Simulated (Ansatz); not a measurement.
C3H7BOS, relaxed with RKS PBE0-D4/def2-TZVP in Ansatz from a PBE-D4/def2-SVP geometry. The force threshold is 0.005 eV/Å; the program also tests the step.

The species carries charge 0 and has multiplicity 1. The bonds changed during the relaxation, so this is another structure than the one it started from.

Start:

```xyz
13

B     0.811    2.035   -0.217
S     1.031    0.390    1.084
C    -0.074   -0.059   -0.105
C    -0.219    1.060   -1.054
O    -0.736   -1.197   -0.201
C    -0.508   -2.198    0.806
H     0.310    2.928    0.454
H     1.911    2.255   -0.705
H    -1.280    1.380   -1.151
H     0.121    0.760   -2.070
H    -1.153   -3.054    0.542
H     0.559   -2.500    0.810
H    -0.773   -1.800    1.807
```

Q: How much energy does the relaxation release, and in how many steps? (Estimate.)

A: Computed: 6.04 kJ/mol, in 10 steps, 1 of them rejected.

Q: Which bonds change most? (Best estimate.)

A: Computed: S2–C3 from 1.684 to 1.659 Å; B1–H7 from 1.224 to 1.202 Å; B1–H8 from 1.223 to 1.202 Å; B1–S2 from 2.110 to 2.091 Å.

Q: Give the relaxed structure. (An estimate is asked.)

A: Ansatz gave: 
```xyz
13

B     0.814    2.019   -0.220
S     0.970    0.408    1.104
C    -0.088   -0.056   -0.087
C    -0.224    1.051   -1.038
O    -0.717   -1.190   -0.207
C    -0.492   -2.185    0.793
H     0.344    2.935    0.401
H     1.906    2.186   -0.696
H    -1.264    1.387   -1.101
H     0.080    0.742   -2.044
H    -1.103   -3.037    0.509
H     0.565   -2.457    0.816
H    -0.791   -1.803    1.771
```
